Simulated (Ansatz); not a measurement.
Two members of one family (Series BMe2X), computed with Ansatz in the gas phase. Binding counts from free atoms in the multiplicity of their measured ground term, without zero-point energy. A dash marks a value that wasn't run or was left out as unsound. The structures are stationary points that may keep the symmetry of their start. Remarks come from the PBE and PBE0 runs and from stability tests at other levels; not every state was tested. HOMO above LUMO (over both spins in singlets and doublets, within one spin in higher multiplets; at PBE or PBE0), or a gap under 0.15 eV within one spin, warns that the state may not be the lowest or that an electron is smeared out.

First: BMe2(CCH) (singlet, charge 0, PBE0-D4/def2-SVP geometry).

```xyz
12

B     0.049    0.001   -0.049
C    -0.235    0.734   -1.407
H    -0.734   -0.018   -2.051
H     0.678    1.041   -1.939
H    -0.931    1.581   -1.327
C     1.414   -0.723    0.225
H     2.053    0.029    0.729
H     1.947   -1.018   -0.693
H     1.343   -1.578    0.914
C    -1.034   -0.009    1.036
C    -1.896   -0.016    1.900
H    -2.655   -0.024    2.661
```

| level | HOMO (eV) | LUMO (eV) | gap (eV) | vertical IE (eV) | binding per atom (eV) |
| --- | --- | --- | --- | --- | --- |
| PBE-D4/def2-SVP | -6.39 | -2.25 | 4.14 | – | 4.47 |
| r2SCAN-D4/def2-TZVP | -6.74 | -2.09 | 4.65 | 9.65 | 4.36 |
| B97M-V/def2-TZVP | -6.76 | -2.01 | 4.75 | – | 4.35 |
| PBE0-D4/def2-SVP | -7.66 | -1.33 | 6.33 | – | 4.41 |
| PBE0-D4/def2-TZVP | -7.74 | -1.43 | 6.31 | 9.86 | 4.37 |

Second: BMe2(NH2) (singlet, charge 0, PBE0-D4/def2-SVP geometry).

```tsv
atom	x (Å)	y (Å)	z (Å)
B1	-0.129	0.077	0.124
C2	-0.036	-1.495	-0.037
H3	-0.756	-2.058	0.578
H4	0.978	-1.846	0.227
H5	-0.189	-1.787	-1.090
C6	0.810	1.028	-0.725
H7	0.674	2.103	-0.519
H8	0.641	0.868	-1.804
H9	1.871	0.781	-0.548
N10	-1.046	0.630	1.027
H11	-1.673	0.072	1.592
H12	-1.145	1.626	1.175
```

**Question.** Estimate how these quantities change from the first to the second (second minus first).

**Answer.** 
| level | Δ HOMO (eV) | Δ LUMO (eV) | Δ gap (eV) | Δ vertical IE (eV) | Δ binding per atom (eV) |
| --- | --- | --- | --- | --- | --- |
| PBE-D4/def2-SVP | -0.09 | 2.70 | 2.79 | – | -0.36 |
| r2SCAN-D4/def2-TZVP | -0.21 | 2.70 | 2.91 | 0.51 | -0.34 |
| B97M-V/def2-TZVP | -0.24 | 2.22 | 2.46 | – | -0.33 |
| PBE0-D4/def2-SVP | -0.25 | 2.80 | 3.05 | – | -0.35 |
| PBE0-D4/def2-TZVP | -0.33 | 2.25 | 2.58 | 0.49 | -0.34 |

Remarks: gap within one spin near zero at PBE or PBE0 (+1 doublet).
